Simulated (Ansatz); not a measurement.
# Relative stability

Two relaxed structures of SiHTeO (charge +1), closed shell (PBE0-D4/def2-TZVP; forces vanish, vibrations not checked).

A:

| atom | x (Å) | y (Å) | z (Å) |
| --- | --- | --- | --- |
| O1 | -0.8532 | -0.5075 | 0.7790 |
| Si2 | -0.6260 | -1.4906 | -0.4766 |
| Te3 | -0.3242 | 1.1588 | -0.2647 |
| H4 | 1.2838 | 1.0047 | 0.1393 |

B:

```
4
angstrom
O -0.6922 0.2088 0.1703
Si -1.7495 0.6633 1.1964
Te 0.6236 -0.3832 -1.2565
H 1.8181 -0.4889 -0.1102
```

Ansatz 0.2.0; basis: def2-TZVPP; cores frozen in the correlated methods. Filled d shells of the heavier atoms are correlated. Core potentials replace the inner electrons of the atoms past krypton. The def2 sets are not built for correlating such inner shells, so the correlated values are less sure here. B3LYP uses VWN-RPA correlation.

(1) Which structure is lower at CCSD(T), and by how much? (Judge from chemistry; the value comes from the calculation.)

No T1 diagnostic of these runs exceeds 0.018.

Answers

(1) By the calculation: B, by 20.9 kJ/mol (electronic energy, against the other). By their contacts, A is SiHTeO ([O]1[Si][TeH]1), total charge +1 and B is SiHTeO ([Si][O][TeH]), total charge +1.

All methods give the same order:

```tsv
method	E(B) − E(A) (kJ/mol)
PBE-D4	-1.0
r2SCAN-D4	-4.8
PBE0-D4	-8.8
B3LYP-D4	-24.4
wB97M-V	-25.4
HF	-62.7
MP2	-15.6
CCSD	-30.6
CCSD(T)	-20.9
```

Labels in which every atom is bracketed show which atoms are joined, not bond orders.

For scale, one of the runs: CCSD(T)/def2-TZVPP, 137 basis functions, launched by `ansatz run in.yaml --threads 2 --pin off --events-out ev --progress --plain --max-ram 4352MiB`. Time: 23 s of wall clock on 2 CPU threads of an Arm Neoverse V1; the host was shared. Peak host memory: 0.82 GiB.
